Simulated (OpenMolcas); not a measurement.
## Se²⁺: effect of the level shift or regulariser

```yaml
Program: OpenMolcas 26.06
Basis: ANO-RCC-VQZP [7s6p4d2f1g]
Scalar_Hamiltonian: DKH2, point nucleus
Active_space: 2 electrons in 3 orbitals (4p)
State_averaging: 2S+1 = 3 even, 3 roots; 2S+1 = 1 even, 6 roots
Spin-orbit_coupling: RASSI with atomic mean-field integrals over the reference wave functions, term energies averaged over their components
```

Methods on the same reference wave functions:
A. CASSCF
B. SS-CASPT2, IPEA 0.25 Eh, imaginary shift 0.1 Eh (closed shells correlated: 3d 4s)
C. SS-CASPT2, IPEA 0.25 Eh, sigma2 regulariser 0.3 Eh (closed shells correlated: 3d 4s)

Energies in cm⁻¹ above 4s² 4p² ³P₀, the measured ground level; measured values from Moore, Atomic Energy Levels, vol. II, NSRDS-NBS 35 (1971 reprint of NBS Circular 467, 1952).

```csv
Level,A,B,C,Measured
4s² 4p² ³P₀,0.0,0.0,0.0,0.0
4s² 4p² ³P₁,1452,1521,1521,1741
4s² 4p² ³P₂,3523,3520,3520,3937
4s² 4p² ¹D₂,15439,12690,12690,13032
4s² 4p² ¹S₀,34246,28060,28060,
```

Deviations, from unrounded energies. A percentage is the sum of absolute deviations over the sum of measured energies, with the sign that they share, or ± where signs differ.

```json
{"Against measurement": "mean absolute deviation (cm-1)", "Levels": "3", "A": "1000", "B": "320", "C": "320"}
{"Against measurement": "fine structure of the ground term (%)", "Levels": "2", "A": "-12.4", "B": "-11.2", "C": "-11.2"}
{"Against measurement": "other terms of the ground configuration (%)", "Levels": "1", "A": "+18.5", "B": "-2.6", "C": "-2.6"}
```

B, C lie about equally close to measurement and A furthest from it. The largest miss of B in the table is 4s² 4p² ³P₂, by -410 cm-1. The ranking rests on the paired levels alone, and a cruder setting can come out closer through cancelling errors.

Between B and C no level of the table moves by more than 5 cm-1.

The two smallest mean deviations differ by little beside CASPT2's spread within terms, so their order carries little weight.

From A to B the spin-free energies of the other terms of 4s² 4p² shown, above ³P, scale by factors of 0.77 to 0.80.

The lowest spin-free term lies below A's lowest term by 0.153 hartree in B, 0.153 hartree in C.

Term energies are means over components that CASPT2 splits; among the terms shown or strongly mixed into the levels shown the widest spread is 100 cm-1 (4s² 4p² ¹D, C). With the s shell closed, the reference lacks s² → p² mixing. Measured partners are found by configuration, term and J. A level has none where our copy of the source lacks it or the pairing is in doubt (some pairs that miss far off the trend of their configuration count as doubtful), and it then counts in no deviation. Only configurations of the active space appear.
